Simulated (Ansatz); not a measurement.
Reaction (cleavage of the B–Si bond): `B[SiH2][SiH2]O` + `CCN[SiH2]Cl` → `BN(CC)[SiH2]Cl` + `O[SiH2][SiH3]`

Isolated molecules relaxed with PBE0-D4/def2-TZVP in Ansatz; ΔE leaves out vibrations. CCSD(T)/CBS is the MP2 limit (def2-TZVPP, def2-QZVPP) plus CCSD(T) − MP2 in def2-TZVPP, frozen cores. DFT in def2-TZVPP. B3LYP here is the variant with VWN-RPA as its local correlation; programs differ in this. One conformer a species, not always the lowest.

```json
{"level": "PBE-D4", "ΔE (kcal/mol)": "-33.7", "difference from CCSD(T)/CBS": "2.6"}
{"level": "r2SCAN-D4", "ΔE (kcal/mol)": "-34.8", "difference from CCSD(T)/CBS": "1.5"}
{"level": "PBE0-D4", "ΔE (kcal/mol)": "-34.4", "difference from CCSD(T)/CBS": "1.9"}
{"level": "B3LYP-D4", "ΔE (kcal/mol)": "-36.2", "difference from CCSD(T)/CBS": "0.1"}
{"level": "ωB97X-V", "ΔE (kcal/mol)": "-35.7", "difference from CCSD(T)/CBS": "0.6"}
{"level": "ωB97M-V", "ΔE (kcal/mol)": "-37.0", "difference from CCSD(T)/CBS": "-0.7"}
{"level": "B2PLYP", "ΔE (kcal/mol)": "-36.6", "difference from CCSD(T)/CBS": "-0.3"}
{"level": "PBE", "ΔE (kcal/mol)": "-33.0", "difference from CCSD(T)/CBS": "3.3"}
{"level": "r2SCAN", "ΔE (kcal/mol)": "-34.7", "difference from CCSD(T)/CBS": "1.6"}
{"level": "PBE0", "ΔE (kcal/mol)": "-33.8", "difference from CCSD(T)/CBS": "2.5"}
{"level": "B3LYP", "ΔE (kcal/mol)": "-35.1", "difference from CCSD(T)/CBS": "1.2"}
{"level": "HF/def2-TZVPP", "ΔE (kcal/mol)": "-35.5", "difference from CCSD(T)/CBS": "0.8"}
{"level": "MP2/def2-TZVPP", "ΔE (kcal/mol)": "-38.7", "difference from CCSD(T)/CBS": "-2.4"}
{"level": "SCS-MP2/def2-TZVPP", "ΔE (kcal/mol)": "-38.2", "difference from CCSD(T)/CBS": "-1.9"}
{"level": "CCSD/def2-TZVPP", "ΔE (kcal/mol)": "-36.5", "difference from CCSD(T)/CBS": "-0.2"}
{"level": "CCSD(T)/def2-TZVPP", "ΔE (kcal/mol)": "-37.0", "difference from CCSD(T)/CBS": "-0.7"}
{"level": "HF/def2-QZVPP", "ΔE (kcal/mol)": "-35.6", "difference from CCSD(T)/CBS": "0.7"}
{"level": "MP2/def2-QZVPP", "ΔE (kcal/mol)": "-38.3", "difference from CCSD(T)/CBS": "-2.0"}
{"level": "SCS-MP2/def2-QZVPP", "ΔE (kcal/mol)": "-37.9", "difference from CCSD(T)/CBS": "-1.6"}
{"level": "HF/CBS(def2)", "ΔE (kcal/mol)": "-35.6", "difference from CCSD(T)/CBS": "0.7"}
{"level": "MP2/CBS(def2)", "ΔE (kcal/mol)": "-38.0", "difference from CCSD(T)/CBS": "-1.7"}
{"level": "CCSD/CBS(def2)", "ΔE (kcal/mol)": "-35.9", "difference from CCSD(T)/CBS": "0.4"}
{"level": "CCSD(T)/CBS", "ΔE (kcal/mol)": "-36.3", "difference from CCSD(T)/CBS": "0"}
```

Largest T1 diagnostic among the species: 0.014.

The D4 term adds −1.1 kcal/mol with B3LYP and −0.6 kcal/mol with PBE0; it sums over pairs of atoms, weighted by their polarisabilities, and B3LYP, whose exchange is more repulsive, gets the larger term. In def2-TZVPP, CCSD(T) changes the Hartree–Fock value by −1.5 kcal/mol (the triples alone add −0.5 kcal/mol) and MP2 by −3.2 kcal/mol. From PBE to PBE0 (25 % exact exchange), in def2-TZVPP and without D4, ΔE moves by −0.8 kcal/mol.
